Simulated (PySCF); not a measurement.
Q: Give a PBE0-D3(BJ)/def2-SVP geometry of `CC#Cc1ccn([SiH3])c1F`.

A: 
```xyz
18
C7H8FNSi angstrom
C     -4.297    0.909   -0.376
C     -2.900    0.601   -0.125
C     -1.729    0.352    0.082
C     -0.366    0.049    0.331
C      0.188   -0.908    1.254
C      1.551   -0.852    1.154
N      1.898    0.106    0.204
Si     3.536    0.559   -0.326
C      0.731    0.625   -0.271
F      0.789    1.562   -1.198
H     -4.397    1.867   -0.911
H     -4.863    0.993    0.565
H     -4.779    0.132   -0.990
H     -0.388   -1.555    1.911
H      2.321   -1.409    1.681
H      4.443   -0.258    0.523
H      3.714    0.233   -1.767
H      3.752    2.014   -0.100
```

Any rigid rotation of these coordinates is as good. Atoms count from 1 in this order. The 6 C–C bonds span 1.215 Å (C2≡C3, drawn triple) to 1.453 Å (C1–C2, drawn single), a spread of 0.238 Å. The 5-membered ring C4–C5–C6–N7–C9 has internal angles of 104.6° to 111.8°; it is planar, 0.00 Å rms from its mean plane, widest ring torsion 0°. Si8 (SiH3 silicon) is distorted tetrahedral (angles from 104.6° to 111.2°). N7 (pyrrole-type nitrogen) is planar (angles 127.4°, 126.0° and 106.6°, sum 360.0°, 0.01 Å off the plane of its three neighbours).

Bonds between heavy atoms (Å): C1–C2 1.453, C2≡C3 1.215, C3–C4 1.418, C4–C5 1.441, C5–C6 1.367, C6–N7 1.393, N7–Si8 1.780, N7–C9 1.362, C9–F10 1.320, C4–C9 1.377.

Level of theory: PBE0-D3(BJ)/def2-SVP geometry optimisation, gas phase (PySCF).

Not checked by PBE0-D3(BJ)/def2-SVP frequencies.
